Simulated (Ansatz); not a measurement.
`Cl[SiH2]CBr` + H₂O → `OC[SiH2]Cl` + HBr  (formal hydrolysis of a C–Br bond)

Gas-phase electronic energies from Ansatz, PBE0-D4/def2-TZVP geometries. CCSD(T)/CBS adds triple-zeta CCSD(T) − MP2 to the extrapolated MP2 energy (def2 sets, frozen cores). This one scheme is used for every species. DFT in def2-TZVPP. B3LYP here is the variant with VWN-RPA as its local correlation; programs differ in this. HSE06 is defined as in plane-wave codes. For Br outer-core shells are correlated without core-valence functions, which leaves a few kJ/mol of doubt a bond. Scalar relativity is left out up to krypton. One conformer a species, not always the lowest.

```tsv
level	ΔE (kJ/mol)	difference from CCSD(T)/CBS
LDA (SPW92)	32.2	-21.2
PBE-D4	41.4	-12.0
BLYP-D4	40.9	-12.5
r2SCAN-D4	42.0	-11.4
B97M-V	39.9	-13.5
PBE0-D4	43.9	-9.5
B3LYP-D4	42.4	-11.0
r2SCANh-D4	43.0	-10.4
r2SCAN0-D4	44.3	-9.1
HSE06-D4	44.1	-9.3
BHLYP-D4	44.6	-8.8
CAM-B3LYP-D4	37.6	-15.8
ωB97X-V	40.7	-12.7
ωB97M-V	43.4	-10.0
PBE-QIDH	48.6	-4.8
PBE	38.6	-14.8
revPBE	39.7	-13.7
BLYP	35.3	-18.1
r2SCAN	41.5	-11.9
PBE0	41.3	-12.1
B3LYP	37.5	-15.9
r2SCANh	42.4	-11.0
r2SCAN0	43.5	-9.9
HSE06	41.5	-11.9
CAM-B3LYP	34.6	-18.8
LC-ωPBE	39.0	-14.4
RPA@PBE/def2-TZVPP	45.6	-7.8
HF/def2-SVP	19.0	-34.4
MP2/def2-SVP	29.2	-24.2
CCSD/def2-SVP	20.2	-33.2
CCSD(T)/def2-SVP	20.8	-32.6
HF/def2-TZVPP	38.8	-14.6
MP2/def2-TZVPP	57.5	4.1
CCSD/def2-TZVPP	46.8	-6.6
CCSD(T)/def2-TZVPP	48.3	-5.1
HF/def2-QZVPP	39.0	-14.4
MP2/def2-QZVPP	60.5	7.1
HF/CBS(def2)	39.0	-14.4
MP2/CBS(def2)	62.6	9.2
CCSD/CBS(def2)	51.9	-1.5
CCSD(T)/CBS	53.4	0
```

Largest T1 diagnostic among the species: 0.010.

Leaving LDA and LC-ωPBE aside and taking each functional with its dispersion term where it has one, the values spread over 11.0 kJ/mol, from CAM-B3LYP-D4 to PBE-QIDH. LDA lies −6.4 kJ/mol from PBE without D4. At CCSD(T), def2-SVP lies −32.6 kJ/mol from the extrapolated value and def2-TZVPP −5.1 kJ/mol.

CCSD(T)/CBS has its own doubt, a few kJ/mol and more with outer-core shells, so smaller differences from it don't rank the levels.
